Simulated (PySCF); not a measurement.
Job file and geometry (Å, from GFN2-xTB) of an NMR shielding run on SMILES CN1BC=C(C(F)F)CC1, C6H10BF2N, GIAO PBE0/pcSseg-1 NMR shielding, non-relativistic, gas phase (PySCF); density fitting, a coarse starting grid and PySCF grid level 2 are the driver's defaults:

```
$ OMP_NUM_THREADS=1 python probes_run.py task.json out

{"job": {"kind": "nmr", "xc": "PBE0", "basis": "pcSseg-1"}, "charge": 0, "multiplicity": 1}
C     -2.874236     0.086485    -0.169959
N     -1.438025     0.219330    -0.162446
B     -0.748528     1.398603    -0.369610
C      0.808890     1.295665    -0.409409
C      1.404865     0.213590     0.085598
C      2.895713     0.024636     0.159809
F      3.582256     1.061982    -0.371872
F      3.284785    -1.080490    -0.542118
C      0.595959    -0.912344     0.674501
C     -0.740699    -1.052972    -0.049960
H     -3.229181    -0.347355     0.770416
H     -3.331034     1.064089    -0.298801
H     -3.198716    -0.563791    -0.988821
H     -1.323813     2.409738    -0.495748
H      1.424064     2.090911    -0.807829
H      3.254567    -0.116652     1.195219
H      1.142065    -1.854708     0.603281
H      0.421839    -0.701578     1.735567
H     -1.369864    -1.763807     0.494984
H     -0.566054    -1.460653    -1.055839
```

Task: Write the output of this run.

Result: 
```
coarse grid: 17040 points
cycle   1  E = -513.1695334508  dE =  1.439e+00  |g| = 7.527e-01  |ddm| = 3.959e+00
cycle   2  E = -513.0628248341  dE =  1.067e-01  |g| = 1.098e+00  |ddm| = 1.326e+00
cycle   3  E = -513.2765696873  dE = -2.137e-01  |g| = 1.190e-01  |ddm| = 8.763e-01
cycle   4  E = -513.2791815160  dE = -2.612e-03  |g| = 6.136e-02  |ddm| = 1.579e-01
cycle   5  E = -513.2800665721  dE = -8.851e-04  |g| = 1.274e-02  |ddm| = 6.149e-02
cycle   6  E = -513.2801011912  dE = -3.462e-05  |g| = 4.215e-03  |ddm| = 1.474e-02
cycle   7  E = -513.2801052254  dE = -4.034e-06  |g| = 7.029e-04  |ddm| = 4.659e-03
final grid: 166376 points
cycle   8  E = -513.3506014348  dE = -6.256e-05  |g| = 8.961e-03  |ddm| = 3.669e-02
cycle   9  E = -513.3505929010  dE =  8.534e-06  |g| = 1.138e-02  |ddm| = 1.870e-02
cycle  10  E = -513.3506208221  dE = -2.792e-05  |g| = 1.369e-03  |ddm| = 1.026e-02
cycle  11  E = -513.3506211590  dE = -3.369e-07  |g| = 3.664e-04  |ddm| = 1.186e-03
cycle  12  E = -513.3506211836  dE = -2.462e-08  |g| = 1.492e-04  |ddm| = 3.557e-04
cycle  13  E = -513.3506211881  dE = -4.522e-09  |g| = 3.474e-05  |ddm| = 1.450e-04
cycle  14  E = -513.3506211884  dE = -2.558e-10  |g| = 1.280e-05  |ddm| = 4.087e-05
converged SCF energy = -513.3506211884

GIAO shielding tensors (ppm)
atom      isotropic    diamagn.    paramagn.     s11        s22        s33       span
  0 C      140.312     241.589    -101.277    109.989    127.359    183.588     73.599
  1 N      134.517     326.424    -191.907     27.019    161.245    215.287    188.268
  2 B       69.513     196.999    -127.486     37.029     56.630    114.881     77.852
  3 C       52.113     254.966    -202.853    -64.125     32.659    187.804    251.929
  4 C       34.392     266.064    -231.672    -78.056     38.475    142.757    220.813
  5 C       66.500     236.372    -169.872     46.390     67.136     85.975     39.585
  6 F      326.625     469.450    -142.825    224.608    351.341    403.926    179.318
  7 F      309.821     471.937    -162.116    202.500    352.415    374.547    172.047
  8 C      156.740     250.102     -93.362    150.534    158.395    161.290     10.756
  9 C      136.083     247.211    -111.127    117.634    127.900    162.716     45.082
 10 H       28.676      27.858       0.818     24.239     26.873     34.917     10.678
 11 H       28.260      27.671       0.589     24.210     26.849     33.722      9.512
 12 H       28.635      27.253       1.383     24.839     26.157     34.911     10.072
 13 H       26.805      32.116      -5.311     25.343     26.384     28.687      3.343
 14 H       24.889      32.526      -7.637     22.052     23.566     29.048      6.995
 15 H       25.375      26.818      -1.443     22.789     25.021     28.314      5.525
 16 H       29.503      31.717      -2.214     24.718     29.349     34.441      9.723
 17 H       29.356      31.865      -2.509     25.203     28.042     34.822      9.619
 18 H       28.940      32.012      -3.072     24.092     29.608     33.120      9.028
 19 H       28.242      31.790      -3.548     23.686     27.643     33.398      9.712
```

Size and cost of the density-fitted run: 220 basis functions, 100 s wall time on 1 thread of an Arm Neoverse N1, shared host; peak memory 0.97 GiB.
